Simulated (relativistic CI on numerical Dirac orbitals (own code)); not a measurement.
**One change at a time: Dy45+**

Base calculation: Dirac-Coulomb-Breit CI, separate exchange-only KLI orbitals for each configuration, a model potential for QED, unscaled Slater integrals.

CI space (outside the closed core [Ne]): 3s2 3p6 3d3, 3s2 3p5 3d4, 3s 3p6 3d4, 3s2 3p6 3d2 4s, 3s2 3p6 3d2 4p, 3s2 3p6 3d2 4d, 3s2 3p5 3d3 4s, 3s2 3p6 3d2 4f, 3s2 3p5 3d3 4p, 3s 3p6 3d3 4s, 3p6 3d4 4p, 3p6 3d5, 3p5 3d6, 3p5 3d5 4s, 3p6 3d4 4s, 3p5 3d4 4s2, 3s2 3p6 3d 4s2, 3s2 3p6 4s2 4p, 3s2 3p6 4s2 4d. Double excitations out of closed p, d and f shells are left out; levels of such configurations are missing from the list, as are those of other unlisted configurations, and high levels can miss mixing partners. These lack a partner that the ground configuration has and come out too high: 3s2 3p5 3d3 4p.

Variants: (1) QED terms removed; (2) only the first 3 configurations. Shifts of the energy above 3s2 3p6 3d3 4F_3/2, in cm⁻¹, for the lowest level and the first level of each name with at least 55 % of one term (blank where a level changes its place among those of its configuration and J or its character, or is not in the variant):

| Level | Base | Δ(1) | Δ(2) |
| --- | --- | --- | --- |
| 3s2 3p6 3d3 4F_3/2 | 0 | 0 | 0 |
| 3s2 3p6 3d3 4F_5/2 | 283454 | -917 | -279 |
| 3s2 3p6 3d3 4P_1/2 | 370867 | -891 | -305 |
| 3s2 3p6 3d3 4F_7/2 | 634480 | -1805 | -511 |
| 3s2 3p6 3d3 2P_1/2 | 724511 | -1821 | -383 |
| 3s2 3p6 3d3 2H_11/2 | 734416 | -1841 | -932 |
| 3s2 3p6 3d3 2F_7/2 | 805818 | -1798 | -637 |
| 3s2 3p6 3d3 2D_3/2 | 937419 | -1939 | +863 |

At this charge energies of transitions that change n are usually good to better than 1 %, and those within a shell (Δn = 0) to a few per cent.

Ionisation energy from the two ground configurations alone: base 3724.52 eV. The NIST ASD value (theoretical) is 3725 eV.

LS names give the leading component of a level, which can be under half, so a name can repeat, a term be missing and a line seem to break the LS rules.
